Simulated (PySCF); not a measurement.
# Molecular orbitals of ZrB

PBE0 at R = 2.147 Å; PySCF, spin-free X2C with a Gaussian nucleus, basis sets Zr x2c-TZVPPall, B x2c-TZVPPall. State: ⁶Δ (sextet), unpaired electrons σ ↑↑, π ↑↑, δ ↑. Only the outer orbitals are listed, counted within each symmetry.

```tsv
spin	orbital	occ.	ε (eV)	on Zr (%)	main shells (%)
α	10σ	1	-11.25	25	75 B s, 11 Zr d, 9 Zr s
α	11σ	1	-5.73	36	54 B p, 30 Zr d, 10 B s
α	5π	1	-5.64	54	50 Zr d, 46 B p
α	5π	1	-5.64	54	50 Zr d, 46 B p
α	12σ	1	-4.93	103	80 Zr s, 20 Zr d
α	2δ	1	-4.90	100	100 Zr d
α	2δ	0	-1.83	100	100 Zr d
α	6π	0	-1.68	84	56 Zr p, 27 Zr d, 16 B p
α	6π	0	-1.68	84	56 Zr p, 27 Zr d, 16 B p
β	9σ	1	-32.58	100	100 Zr p
β	4π	1	-32.49	100	100 Zr p
β	4π	1	-32.49	100	100 Zr p
β	10σ	1	-8.68	22	76 B s, 10 Zr d, 8 Zr s
β	5π	0	-1.85	53	50 Zr d, 46 B p
β	5π	0	-1.85	53	50 Zr d, 46 B p
β	11σ	0	-1.84	76	58 Zr s, 17 Zr p, 16 B p
```

**Question.** Which are the highest filled and the lowest empty level, where do they sit, and how wide is the gap?

**Answer.** Highest filled α 2δ at -4.90 eV (in %: 100 Zr d); lowest empty β 5π at -1.85 eV (in %: 50 Zr d, 46 B p); the gap at PBE0 is 3.05 eV.

```json
{"bond order (Mayer)": "1.88", "⟨S²⟩": "8.753", "charge on Zr (Mulliken, basis-dependent)": "0.11", "charge on Zr (Löwdin, basis-dependent)": "0.17", "dipole moment (positive dipole means Zr(−)B(+))": "-3.66 D", "polarisability along the bond": "132.6 bohr³", "polarisability across the bond": "119.5 bohr³"}
```

Shares are Mulliken populations and can fall outside 0 to 100 %.

Spin–orbit coupling is left out. With d or f electrons several states lie close, and the lowest PBE0 determinant need not be the measured ground state.
